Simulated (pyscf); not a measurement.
# H₂C=CH–CH₂–O•, doublet

Gas-phase minimum from PySCF at ωB97X-D3(BJ)/def2-SVP, one conformer. H₂C=CH–CH₂–O• lies 31.2 kcal/mol over its isomer H₃C–CH₂–C•=O, and others may lie lower still (electronic energy, ωB97M-D3(BJ)). 

```
C
C 1 1.3319
H 2 1.0938 1 121.55
H 2 1.0946 3 118.20 1 180.00
H 1 1.0977 2 120.78 3 0.00
C 1 1.5110 5 115.90 2 -180.00
O 6 1.3578 1 116.74 5 179.96
H 6 1.1164 7 107.73 1 125.35
H 6 1.1165 8 101.96 7 -113.23
```
Charge 0, spin multiplicity 2.

Properties at ωB97X-D3(BJ)/def2-SVP:

Harmonic wavenumbers, unscaled: 159, 284, 445, 625, 636, 910, 986, 1031, 1036, 1130, 1144, 1308, 1325, 1399, 1427, 1764, 2945, 2972, 3171, 3189, 3280 cm⁻¹
Zero-point energy: 44.6 kcal/mol
Rotational symmetry number: 1
Entropy of this conformer at 298 K and 1 atm, rigid rotor and harmonic oscillator, modes under 100 cm⁻¹ raised to 100: 291.3 J/(mol K)
Dipole moment: 1.88 D
Spin expectation value S2: 0.753

Single-point totals, which compare only within one level (frozen core for MP2 and CC):

```tsv
level	total energy (hartree)
ωB97X-D3(BJ)/def2-TZVP	-192.59169
PBE/def2-TZVP	-192.28238
r²SCAN/def2-TZVP	-192.41202
B3LYP-D3(BJ)/def2-TZVP	-192.53803
PBE0-D3(BJ)/def2-TZVP	-192.29993
M06-2X/def2-TZVP	-192.43007
ωB97M-D3(BJ)/def2-TZVP	-192.56786
UHF/def2-TZVPP	-191.37858
MP2/def2-TZVPP	-192.05742
CCSD/def2-TZVPP	-192.10019
CCSD(T)/def2-TZVPP	-192.12957
```

Soft torsions are taken as harmonic, which can shift the entropy by several J/(mol K). The CCSD(T) − MP2 part came from Ansatz, without density fitting, on the same reference.
